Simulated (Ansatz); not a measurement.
Relaxation of ClGeH₅OS (9 atoms, charge 0, multiplicity 1), to a largest force component of 0.03 eV/Å in at most 50 steps.

Method: RKS B3LYP/def2-SVP (Ansatz 0.2.0).

```xyz
9
Properties=species:S:1:pos:R:3
Ge -0.133 -0.241 -0.065
Cl -0.369 -0.438 2.127
H 1.349 -0.139 -0.399
O -0.977 1.215 -0.637
H -1.934 1.084 -0.683
H -0.843 -1.488 -0.634
S 1.396 2.628 1.113
H 2.545 2.397 1.789
H 0.654 1.921 2.035
```

Where does it end, and by what steps?

It converged. The force dipped under the threshold on the way, but the program's further checks kept it going. After 19 steps the energy has fallen by 0.107 eV; S7 moved furthest, 0.78 Å.

```tsv
step	energy less start (eV)	largest force component (eV/Å)	accepted
0	0.0000	0.500	yes
1	-0.0635	0.373	yes
2	-0.0775	0.288	yes
3	-0.0416	0.885	no
4	-0.0894	0.081	yes
5	-0.0945	0.063	yes
6	-0.0971	0.119	yes
7	-0.0990	0.205	yes
8	-0.1007	0.081	yes
9	-0.1020	0.047	yes
10	-0.1030	0.106	yes
11	-0.1037	0.111	yes
12	-0.1046	0.112	yes
13	-0.1053	0.083	yes
14	-0.1062	0.030	yes
15	-0.1059	0.060	no
16	-0.1065	0.009	yes
17	-0.1068	0.018	yes
18	-0.1069	0.037	yes
19	-0.1070	0.020	yes
```

```xyz
9
Properties=species:S:1:pos:R:3
Ge -0.291 -0.254 -0.174
Cl -0.628 -0.115 1.991
H 1.109 0.274 -0.486
O -1.414 0.839 -1.009
H -2.346 0.626 -0.862
H -0.561 -1.727 -0.533
S 1.926 2.965 1.578
H 2.921 2.177 2.047
H 0.972 2.154 2.093
```

The run took 24 s on 2 threads of AMD EPYC 9R45 96-Core Processor (Zen 5) (shared host), peak memory 0.28 GiB.
